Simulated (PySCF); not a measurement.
Can point charges reproduce the dipole moment of `N[C@]12C[C@](B(O)O)(C1)C2`?

Coordinates (PBE0-D3(BJ)/def2-SVP, Å) and charges (e) from the PBE0/pcSseg-1 density (PySCF):

| atom | x | y | z | Mulliken | IAO | Hirshfeld | ESP-fitted |
| --- | --- | --- | --- | --- | --- | --- | --- |
| N1 | 2.711 | -0.780 | 0.457 | -0.4342 | -0.5635 | -0.2404 | -0.9736 |
| C2 | 1.361 | -0.389 | 0.265 | -0.0632 | +0.1491 | +0.0596 | +0.6085 |
| C3 | 0.133 | -1.107 | 0.854 | -0.0765 | -0.2492 | -0.0760 | -0.3611 |
| C4 | -0.443 | 0.144 | 0.130 | -0.4428 | -0.1029 | -0.0588 | +0.2019 |
| B5 | -1.946 | 0.560 | -0.003 | +0.5222 | +0.4923 | +0.2427 | +0.5824 |
| O6 | -2.832 | -0.385 | -0.435 | -0.4046 | -0.5450 | -0.2592 | -0.7021 |
| O7 | -2.298 | 1.841 | 0.309 | -0.4016 | -0.5412 | -0.2574 | -0.7198 |
| C8 | 0.522 | -0.207 | -1.038 | -0.0978 | -0.2752 | -0.0853 | -0.5372 |
| C9 | 0.737 | 0.931 | 0.756 | -0.0657 | -0.2519 | -0.0788 | -0.2963 |
| H10 | 2.885 | -1.693 | 0.041 | +0.1647 | +0.2456 | +0.1108 | +0.3563 |
| H11 | 3.345 | -0.120 | 0.011 | +0.1652 | +0.2459 | +0.1111 | +0.3500 |
| H12 | -0.131 | -2.086 | 0.420 | +0.1122 | +0.1170 | +0.0316 | +0.1070 |
| H13 | 0.054 | -1.117 | 1.953 | +0.1122 | +0.1190 | +0.0327 | +0.0931 |
| H14 | -3.744 | -0.091 | -0.512 | +0.2352 | +0.3488 | +0.1737 | +0.4262 |
| H15 | -3.230 | 2.051 | 0.198 | +0.2366 | +0.3485 | +0.1738 | +0.4363 |
| H16 | 0.807 | 0.627 | -1.702 | +0.1058 | +0.1121 | +0.0272 | +0.1282 |
| H17 | 0.284 | -1.118 | -1.611 | +0.1102 | +0.1157 | +0.0289 | +0.1355 |
| H18 | 0.706 | 1.082 | 1.846 | +0.1133 | +0.1203 | +0.0331 | +0.0806 |
| H19 | 1.044 | 1.851 | 0.231 | +0.1089 | +0.1146 | +0.0304 | +0.0844 |

Compute μ = Σ q r for each scheme (1 e·Å = 4.803 D) and compare with the dipole of the full density.

The full density gives (-2.28, 0.57, -1.49) D, 2.78 D in size; dipole vectors point from the negative to the positive end.

| scheme | μx | μy | μz | size (D) | share of the full size (%) | angle to the full dipole (°) |
| --- | --- | --- | --- | --- | --- | --- |
| Mulliken | -2.11 | 0.60 | -0.76 | 2.32 | 84 | 13 |
| IAO | -1.89 | 0.47 | -1.08 | 2.23 | 80 | 3 |
| Hirshfeld | -1.16 | 0.29 | -0.49 | 1.29 | 46 | 10 |
| ESP-fitted | -2.24 | 0.55 | -1.47 | 2.74 | 99 | 0 |

Which set comes closest?

Length of the difference vector: ESP-fitted 0.04 D, IAO 0.57 D, Mulliken 0.75 D, Hirshfeld 1.53 D. Closest: ESP-fitted. 

What is left for the Hirshfeld atoms' own dipoles?

The shares of the density sum to the whole, so what Σ q r misses lies in dipoles about the nuclei. The atomic dipoles sum to (-2.28, 0.57, -1.49) − (-1.16, 0.29, -0.49) = (-1.12, 0.28, -1.00) D, 1.53 D in size.

With the origin at the mean of the coordinates, (-0.002, 0.000, 0.114) Å, which are the largest single terms, by size, of the Hirshfeld dipole along the direction of the full one?

O6 -3.15, N1 +2.96, H14 +2.82, O7 -2.66, H15 +2.52 D; all 19 atoms together +1.27 D. The single terms depend on the origin, their sum doesn't.

Give the size of the full dipole in other units.

2.78 D = 1.094 au = 0.579 e·Å = 9.28 × 10⁻³⁰ C·m.

Isolated species at its PBE0-D3(BJ)/def2-SVP geometry (one conformer only).

The values belong to the conformer `[NH2:1][C@:2]12[CH2:3][C@:4]([B:5]([OH:6])[OH:7])([CH2:8]1)[CH2:9]2`: C3–C4–B5–O6 -50°, H–N1–C2–C3 64°, H–N1–C2–C3 -177°, H–O6–B5–C4 -179°, H–O7–B5–C4 179°.
